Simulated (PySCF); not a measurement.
Isomers of C5H15NSi2, from PBE0-D3(BJ)/def2-SVP geometry optimisation, gas phase in PySCF. One conformer each, no zero-point energy, no frequencies.

**Question.** Which is lower in electronic energy at this level?
A. `[CH3:1][SiH2:2]/[CH:3]=[CH:4]/[SiH2:5][N:6]([CH3:7])[CH3:8]` with C1–Si2–C3–C4 -119°, C3–C4–Si5–N6 123°, C4–Si5–N6–C7 150°: A = 4062, B = 454.3, C = 425.6 MHz, dipole 0.11 D
B. `[CH3:1][NH:2][Si@@H:3]1[CH2:4][CH2:5][C@H:6]([CH3:7])[SiH2:8]1` with C1–N2–Si3–C4 158°, N2–Si3–C4–C5 -83°, Si3–C4–C5–C6 -55°, C4–C5–C6–C7 -179°, C5–C6–Si8–Si3 -26°: A = 2202, B = 914.5, C = 793.9 MHz, dipole 1.27 D

**Answer.** B. That is `CN[Si@@H]1CC[C@H](C)[SiH2]1`, 25.1 kcal/mol below the other.

| SMILES | mapped SMILES | E (Eh) | relative (kcal/mol) | relative (kJ/mol) | dipole (D) |
| --- | --- | --- | --- | --- | --- |
| CN[Si@@H]1CC[C@H](C)[SiH2]1 | [CH3:1][NH:2][Si@@H:3]1[CH2:4][CH2:5][C@H:6]([CH3:7])[SiH2:8]1 | -832.42886 | 0.0 | 0.0 | 1.27 |
| C[SiH2]/C=C/[SiH2]N(C)C | [CH3:1][SiH2:2]/[CH:3]=[CH:4]/[SiH2:5][N:6]([CH3:7])[CH3:8] | -832.38884 | 25.1 | 105.1 | 0.11 |

As drawn, the lower has an N–H bond and an Si–Si bond, which the higher lacks; the higher has a C=C bond outside aromatic rings, which the lower lacks.
